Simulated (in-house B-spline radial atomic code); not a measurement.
**Sb⁴⁺: [Kr] 4d10 5s1**

Computed with a radial B-spline atomic code at the basis-set limit: non-relativistic Hartree-Fock, spin-polarised, averaged over the determinants with the given up and down occupations, point nucleus.

Screening seen three ways: the hydrogenic charge with the same mean radius, Z_r = [3n² - l(l+1)]/(2<r>), the one with the same energy, Z_e = n√(-2ε), and Slater's rules. Values are occupation-weighted means over spin.

| shell | electrons | ε (eV) | <r> (bohr) | Z_r | Z_e | Slater |
| --- | --- | --- | --- | --- | --- | --- |
| 1s | 2 | -29583 | 0.02982 | 50.31 | 46.63 | 50.70 |
| 2s | 2 | -4526 | 0.1285 | 46.70 | 36.48 | 46.85 |
| 2p | 6 | -4233.4 | 0.1097 | 45.56 | 35.28 | 46.85 |
| 3s | 2 | -957.79 | 0.342 | 39.47 | 25.17 | 39.75 |
| 3p | 6 | -834.53 | 0.3333 | 37.50 | 23.50 | 39.75 |
| 3d | 10 | -608.55 | 0.3045 | 34.48 | 20.06 | 29.85 |
| 4s | 2 | -207 | 0.8212 | 29.22 | 15.60 | 23.25 |
| 4p | 6 | -162.98 | 0.8656 | 26.57 | 13.84 | 23.25 |
| 4d | 10 | -87.834 | 1.002 | 20.97 | 10.16 | 11.85 |
| 5s | 1 | -51.715 | 2.064 | 18.17 | 9.75 | 7.70 |

The least bound orbital is 5s up at -51.71 eV, and it is also the most diffuse (<r> = 2.064 bohr).

The density falls to 0.001 bohr⁻³ at 3.217 bohr; Σ<r²> = 25.33 bohr² gives, by the non-relativistic formula and without the paramagnetism of open shells, a Langevin diamagnetic susceptibility of -20.06×10⁻⁶ cm³/mol.
